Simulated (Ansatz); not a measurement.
Calculated with Ansatz (gas phase, PBE0-D4/def2-TZVP geometries, no zero-point term in ΔE). CCSD(T)/CBS is the MP2 limit (def2-TZVPP, def2-QZVPP) plus CCSD(T) − MP2 in def2-TZVPP, frozen cores. This one scheme is used for every species, atoms too. DFT in def2-TZVPP. B3LYP here is the variant with VWN-RPA as its local correlation; programs differ in this. Open shells (•) are unrestricted, without spin–orbit coupling. Spin–orbit coupling would lower the free atoms: a little for O, S, Si. Each species was taken in one conformer, which may not be the lowest.

`O[SiH2]S[Si](O)(O)O` → 6 H• + 4 O• + S• + 2 Si•  (atomization)

`O[SiH2]S[Si](O)(O)O`:

Z-matrix (Å, degrees):
```
Si
S 1 2.141
O 1 1.649 2 110.8
H 1 1.484 2 106.9 3 -122.9
H 1 1.479 2 111.3 3 116.3
Si 2 2.140 1 96.8 3 -12.9
H 3 0.965 1 116.7 2 -47.5
O 6 1.623 2 107.7 1 -175.9
O 6 1.642 2 109.4 1 66.5
O 6 1.622 2 113.2 1 -53.6
H 8 0.958 6 118.4 2 59.1
H 9 0.960 6 116.2 2 64.7
H 10 0.962 6 115.5 2 63.4
```

Q: What is ΔE at CCSD(T)/CBS? (Best estimate.)

A: Computed: +5074.4 kJ/mol.

Q: What do these levels give: r2SCAN-D4, PBE0-D4, B3LYP-D4, ωB97M-V, B2PLYP, PBE0, B3LYP, MP2/def2-TZVPP, MP2/def2-QZVPP, SCS-MP2/def2-QZVPP, HF/CBS(def2), MP2/CBS(def2)? (Estimate.)

A: Ansatz gave: r2SCAN-D4 5053.3, PBE0-D4 4974.9, B3LYP-D4 4997.7, ωB97M-V 5064.5, B2PLYP 4959.1, PBE0 4939.7, B3LYP 4930.7, MP2/def2-TZVPP 5048.3, MP2/def2-QZVPP 5153.3, SCS-MP2/def2-QZVPP 5106.8, HF/CBS(def2) 3542.4, MP2/CBS(def2) 5223.7 kJ/mol.

Largest T1 diagnostic among the species: 0.012.

From PBE to PBE0 (25 % exact exchange), in def2-TZVPP and without D4, ΔE moves by −107.3 kJ/mol: exact exchange takes away binding that semilocal exchange gives to molecules. The D4 term adds +67.0 kJ/mol with B3LYP and +35.2 kJ/mol with PBE0; it sums over pairs of atoms, weighted by their polarisabilities, and B3LYP, whose exchange is more repulsive, gets the larger term.

For atomizations the MP2-based limit and the directly extrapolated one differ by several kJ/mol either way, and by 10 to 25 for some Ge, Se and Sn compounds, so smaller differences from it don't rank the levels.
